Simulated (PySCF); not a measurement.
**Tm⁺ (thulium, charge +1) across methods**

[Xe] 4f13 6s1, high-spin 3F determinant. Calculation: PySCF 2.14, in cc-pVDZ-X2C; the spin-free X2C one-electron Hamiltonian (Gaussian nucleus).

```json
{"method": "LDA", "E (hartree)": "-13557.65", "mean ε 6s α (eV)": "-9.832", "mean ε 4f α (eV)": "-9.872", "mean ε 4f β (eV)": "-8.950", "Σ⟨r²⟩ (bohr²)": "52.08", "⟨S²⟩": "2.000"}
{"method": "UHF", "E (hartree)": "-13561.96261", "mean ε 6s α (eV)": "-11.190", "mean ε 4f α (eV)": "-20.603", "mean ε 4f β (eV)": "-19.197", "Σ⟨r²⟩ (bohr²)": "52.60", "⟨S²⟩": "2.001"}
{"method": "r2SCAN", "E (hartree)": "-13566.96", "mean ε 6s α (eV)": "-9.710", "mean ε 4f α (eV)": "-9.568", "mean ε 4f β (eV)": "-8.594", "Σ⟨r²⟩ (bohr²)": "52.21", "⟨S²⟩": "2.001"}
{"method": "PBE0", "E (hartree)": "-13566.60", "mean ε 6s α (eV)": "-10.073", "mean ε 4f α (eV)": "-12.410", "mean ε 4f β (eV)": "-11.407", "Σ⟨r²⟩ (bohr²)": "52.10", "⟨S²⟩": "2.000"}
```

Estimate the same row for PBE.

E (hartree) = -13566.83; mean ε 6s α (eV) = -9.601; mean ε 4f α (eV) = -9.584; mean ε 4f β (eV) = -8.693; Σ⟨r²⟩ (bohr²) = 52.32; ⟨S²⟩ = 2.000.

Spin-orbit coupling, absent here, splits the open shell strongly.
